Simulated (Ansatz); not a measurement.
Geometry optimisation, RKS r2SCANh/def2-SVP (Ansatz).

The input (input.yaml):

```yaml
crystal:
  periodic: [false, false, false]
  atoms:
    - { symbol: Si, position_ang: [0.0, 0.0, 0.0] }
    - { symbol: H, position_ang: [0.0, 0.0, 1.46] }
    - { symbol: F, position_ang: [1.4994, 0.0, -0.5295] }
    - { symbol: F, position_ang: [-0.7489, 1.2974, -0.5295] }
    - { symbol: F, position_ang: [-0.7489, -1.2974, -0.5295] }
basis:
  gaussian: { orbitals: def2-SVP }
hamiltonian:
  xc: r2scanh
relax:
  f_tol: 0.02
  max_steps: 40
output:
  orbitals: {}
```

Command:

```bash
$ ansatz run input.yaml --threads 1 --pin off --max-ram 2048MiB --backend cpu --events-out ev --progress --plain --runs-dir out
```

Where does it end, and by what steps?

The forces met the threshold. After 2 steps the energy has fallen by 0.014 eV; H2 moved furthest, 0.03 Å.

| step | energy less start (eV) | largest force component (eV/Å) | accepted |
| --- | --- | --- | --- |
| 0 | 0.0000 | 0.726 | yes |
| 1 | -0.0110 | 0.397 | yes |
| 2 | -0.0143 | 0.011 | yes |

```xyz
5
Properties=species:S:1:pos:R:3
Si 0.000 0.000 0.024
H 0.000 0.000 1.485
F 1.492 0.000 -0.546
F -0.745 1.292 -0.546
F -0.745 -1.292 -0.546
```

The run took 11 s on 1 thread of Arm Neoverse V1, on a shared host, peak memory 0.13 GiB.
